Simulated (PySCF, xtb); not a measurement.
C2H7NSSi, SMILES N(C)(C)[Si]S (connectivity only; charge and spin as stated), neutral, multiplicity 1. Other conformers were not sampled.

Harmonic wavenumbers (cm⁻¹) from GFN2-xTB (xtb) at its own minimum, in rising order: 73, 139, 170, 174, 209, 291, 291, 391, 466, 687, 735, 1036, 1054, 1084, 1124, 1200, 1309, 1416, 1430, 1470, 1484, 1494, 1507, 2468, 2916, 2919, 2942, 2949, 3032, 3056.

**Question.** What does TPSSh-D3(BJ)/def2-SVP (PySCF) give at its own minimum? (An estimate is asked for; the answer gives what the named calculation found.)

**Answer.** 75, 152, 187, 241, 289, 306, 347, 381, 494, 654, 748, 1005, 1073, 1103, 1161, 1208, 1306, 1434, 1461, 1467, 1479, 1492, 1513, 2690, 2990, 2997, 3056, 3062, 3109, 3140. Paired by order, the mean absolute difference is 43 cm⁻¹ and the zero-point energies are 56.5 and 58.1 kcal/mol.
